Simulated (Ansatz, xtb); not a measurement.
# Relative energy of two isomers of C5H9NS

Structure X is `S=C1CCCCN1`, a singlet and structure Y is `C=C(C)CC(N)=S`, a singlet. Both are isolated molecules in the gas phase, relaxed with PBE0-D3(BJ)/def2-SVP; the shapes shown needn't be the lowest conformers.

X (Å):

```xyz
16

C    -2.4453   -0.6738    1.1732
C    -1.7071   -1.9390    1.5428
C    -0.2103   -1.9005    1.2658
C     0.3775   -0.6070    1.8066
C    -0.2706    0.5784    1.1178
N    -1.7146    0.4504    1.0812
S    -4.0850   -0.6596    0.9523
H    -1.8872   -2.0951    2.6213
H    -2.2084   -2.7734    1.0348
H    -0.0263   -1.9636    0.1788
H     0.2789   -2.7765    1.7181
H     1.4666   -0.5599    1.6556
H     0.1993   -0.5474    2.8941
H     0.1198    0.6668    0.0854
H    -0.0168    1.5183    1.6333
H    -2.2576    1.2705    0.8278
```

Y (Å):

```yaml
atoms:
  - { symbol: C, position_ang: [-2.0160, -0.4990, 2.9307] }
  - { symbol: C, position_ang: [-1.4588, -1.1229, 1.8841] }
  - { symbol: C, position_ang: [-2.2628, -1.7073, 0.7632] }
  - { symbol: C, position_ang: [0.0357, -1.2531, 1.7496] }
  - { symbol: C, position_ang: [0.6165, -0.3831, 0.6475] }
  - { symbol: N, position_ang: [0.0933, 0.8491, 0.5895] }
  - { symbol: S, position_ang: [1.8149, -0.9055, -0.3556] }
  - { symbol: H, position_ang: [-3.1011, -0.3934, 3.0199] }
  - { symbol: H, position_ang: [-1.4058, -0.0967, 3.7450] }
  - { symbol: H, position_ang: [-2.0904, -2.7940, 0.6939] }
  - { symbol: H, position_ang: [-3.3395, -1.5336, 0.8945] }
  - { symbol: H, position_ang: [-1.9532, -1.2830, -0.2063] }
  - { symbol: H, position_ang: [0.3295, -2.2890, 1.5314] }
  - { symbol: H, position_ang: [0.5310, -0.9630, 2.6916] }
  - { symbol: H, position_ang: [-0.6791, 1.1113, 1.1929] }
  - { symbol: H, position_ang: [0.4359, 1.4948, -0.1102] }
```

Quicker runs give these differences E(Y) − E(X): GFN2-xTB +29.6 kcal/mol; HF/STO-3G +47.2 kcal/mol (at GFN2-xTB geometries); r2SCAN-D4/def2-SVP +16.7 kcal/mol (at GFN2-xTB geometries).

**Question.** Estimate E(Y) − E(X) at the level CCSD(T)/def2-SVP + ΔMP2/def2-TZVPP.

**Answer.** Calculated at CCSD(T)/def2-SVP + ΔMP2/def2-TZVPP: E(Y) − E(X) = +11.4 kcal/mol, so structure X lies lower.

How the difference moves with the method:

```
                             level              geometry  E(Y) − E(X) (kcal/mol)  departure from the last row (kcal/mol)  job, with rough time for the two
                          GFN2-xTB              GFN2-xTB                     +29.6                                   +18.2              optimisation, 0.15 s
                         HF/STO-3G              GFN2-xTB                     +47.2                                   +35.8              single point, 0.34 s
                r2SCAN-D4/def2-SVP              GFN2-xTB                     +16.7                                    +5.4               single point, 3.7 s
              PBE0-D3(BJ)/def2-SVP  PBE0-D3(BJ)/def2-SVP                     +18.4                                    +7.0                optimisation, 49 s
                       HF/def2-SVP  PBE0-D3(BJ)/def2-SVP                     +14.1                                    +2.7           part of the CCSD(T) run
                      MP2/def2-SVP  PBE0-D3(BJ)/def2-SVP                     +15.2                                    +3.9           part of the CCSD(T) run
                  CCSD(T)/def2-SVP  PBE0-D3(BJ)/def2-SVP                     +14.1                                    +2.7                      single point
CCSD(T)/def2-SVP + ΔMP2/def2-TZVPP  PBE0-D3(BJ)/def2-SVP                     +11.4                                                        single point, 74 s
```

As drawn, Y has 1 C=C, 1 N–H in place of 1 C–C, 1 C–N, 1 C–H. Structure X has a 6-membered ring, Y no ring.

The levels shown agree on the order. The largest departure from CCSD(T)/def2-SVP + ΔMP2/def2-TZVPP is that of HF/STO-3G, 35.8 kcal/mol. The last row adds to CCSD(T) the change of the MP2 difference between the two basis sets, here −2.7 kcal/mol.

With thermal terms from frequencies at re-optimised GFN2-xTB minima (ideal gas, soft modes damped towards free rotors, one conformer each, 298.15 K, 1 atm): the zero-point term adds −3.2 kcal/mol; ΔH is +9.4 and ΔG +6.7 kcal/mol.

The correlated steps freeze 11 core orbitals. Codes used: Ansatz 0.2.0, xtb 6.7.1; the last row on 4 threads of Arm Neoverse V2 on a shared host.
